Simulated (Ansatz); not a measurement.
`CC[CH2][SnH3]`, relaxed with RKS PBE0-D4/def2-TZVP in Ansatz 0.2.0 from a PBE-D4/def2-SVP geometry. The force threshold is 0.005 eV/Å; the program also tests the step.

Total charge 0; spin multiplicity 1. Sn takes the def2 core potential.

Start:

```xyz
14

C     1.461   -1.541    0.501
C     0.859   -0.175    0.153
C    -0.658   -0.230   -0.057
Sn   -1.547    1.703   -0.539
H     2.559   -1.482    0.647
H     1.020   -1.947    1.436
H     1.269   -2.283   -0.302
H     1.104    0.550    0.960
H     1.353    0.222   -0.762
H    -1.171   -0.609    0.852
H    -0.919   -0.927   -0.882
H    -0.848    2.319   -1.999
H    -1.221    2.824    0.741
H    -3.260    1.577   -0.750
```

**Question.** How much energy does the relaxation release, and in how many steps? (An estimate is asked.)

**Answer.** Ansatz gave: 1.22 kcal/mol, in 4 steps.

**Question.** Which bonds change most? (An estimate is asked.)

**Answer.** Ansatz gave: C3–Sn4 from 2.182 to 2.149 Å; Sn4–H13 from 1.732 to 1.711 Å; Sn4–H12 from 1.732 to 1.711 Å; Sn4–H14 from 1.731 to 1.710 Å.

**Question.** Give the relaxed structure. (Best estimate.)

**Answer.** Ansatz gave: 
```xyz
14

C     1.445   -1.526    0.494
C     0.850   -0.169    0.153
C    -0.657   -0.225   -0.054
Sn   -1.525    1.681   -0.533
H     2.527   -1.465    0.638
H     1.008   -1.926    1.413
H     1.254   -2.249   -0.304
H     1.089    0.541    0.952
H     1.334    0.222   -0.750
H    -1.158   -0.598    0.845
H    -0.911   -0.915   -0.864
H    -0.833    2.286   -1.976
H    -1.207    2.793    0.729
H    -3.217    1.551   -0.742
```
